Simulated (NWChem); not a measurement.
# CH3FOTe; SMILES CO[Te]F

```xyz
7

Te     0.3144    -0.4756     0.0282
F     -1.5714    -0.9374    -0.0694
O      0.1573     1.3913    -0.5680
C     -0.3406     2.3558     0.3352
H      0.1985     2.3527     1.2990
H     -0.2043     3.3387    -0.1423
H     -1.4157     2.2095     0.5334
```
Atoms are numbered in this order, from 1.

Computed with NWChem. Medium grid unless said otherwise, to which SCAN and Minnesota functionals are sensitive. Coordinates come from a PBE0/def2-SVP optimisation. def2 effective core potentials on Te; no spin-orbit coupling.

Q: Order these by “orbital gap (eV)”, lowest first: TPSS/def2-SVP; M06-2X/def2-SVP; B3LYP/def2-SVP; LRC-wPBEh/def2-SVP.

A: TPSS/def2-SVP (2.36), B3LYP/def2-SVP (3.79), M06-2X/def2-SVP (6.58), LRC-wPBEh/def2-SVP (7.81)
